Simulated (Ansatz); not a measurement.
Computed with Ansatz on PBE0-D4/def2-TZVP structures; ΔE is electronic, products minus reactants. CCSD(T)/CBS adds triple-zeta CCSD(T) − MP2 to the extrapolated MP2 energy (def2 sets, frozen cores). This one scheme is used for every species. Functionals use def2-TZVPP. B3LYP here is the variant with VWN-RPA as its local correlation; programs differ in this. For Zn outer-core shells are correlated without core-valence functions, which leaves a few kJ/mol of doubt a bond. Scalar relativity is left out up to krypton. One conformer a species, not always the lowest.

Reaction (ligand exchange at a Zn–C bond): `C[CH](S)[Zn][F]` + HCl → `[F][Zn][Cl]` + `CCS`

`C[CH](S)[Zn][F]`:

```xyz
10

C    -1.344    0.075    0.085
C     0.150    0.366    0.103
S     0.639    0.767   -1.615
Zn    1.240   -1.120    0.688
F     2.268   -2.463    1.150
H    -1.588   -0.789   -0.538
H    -1.712   -0.127    1.094
H    -1.902    0.931   -0.310
H     0.334    1.248    0.718
H     1.915    1.112   -1.377
```

HCl:

```xyz
2

Cl    0.245   -0.333   -0.488
H    -0.245    0.333    0.488
```

`[F][Zn][Cl]`:

```xyz
3

F     0.777    1.677   -0.089
Zn    0.047    0.101   -0.005
Cl   -0.824   -1.778    0.094
```

`CCS`:

```xyz
9

C     0.900   -0.225    0.259
C    -0.460    0.440    0.257
S    -1.751   -0.517   -0.582
H     0.849   -1.217    0.711
H     1.621    0.377    0.820
H     1.282   -0.341   -0.759
H    -0.837    0.555    1.276
H    -0.416    1.439   -0.181
H    -1.187   -0.511   -1.801
```

```
             level  ΔE (kcal/mol)  difference from CCSD(T)/CBS
            PBE-D4          -30.6                          5.0
          B3LYP-D4          -33.7                          1.9
           ωB97X-V          -35.7                         -0.1
           ωB97M-V          -34.6                          1.0
            B2PLYP          -34.9                          0.7
            r2SCAN          -34.0                          1.6
             B3LYP          -35.2                          0.4
     HF/def2-TZVPP          -46.0                        -10.4
    MP2/def2-TZVPP          -32.9                          2.7
SCS-MP2/def2-TZVPP          -34.4                          1.2
   CCSD/def2-TZVPP          -35.5                          0.1
     HF/def2-QZVPP          -47.2                        -11.6
    MP2/def2-QZVPP          -34.3                          1.3
      HF/CBS(def2)          -47.3                        -11.7
     MP2/CBS(def2)          -34.6                          1.0
    CCSD/CBS(def2)          -37.3                         -1.7
       CCSD(T)/CBS          -35.6                            0
```

Largest T1 diagnostic among the species: 0.016.

The D4 term adds +1.5 kcal/mol with B3LYP and +0.8 kcal/mol with PBE0; it sums over pairs of atoms, weighted by their polarisabilities, and B3LYP, whose exchange is more repulsive, gets the larger term. In def2-TZVPP, CCSD(T) changes the Hartree–Fock value by +12.2 kcal/mol (the triples alone add +1.7 kcal/mol) and MP2 by +13.1 kcal/mol. From PBE to PBE0 (25 % exact exchange), in def2-TZVPP and without D4, ΔE moves by −3.3 kcal/mol.
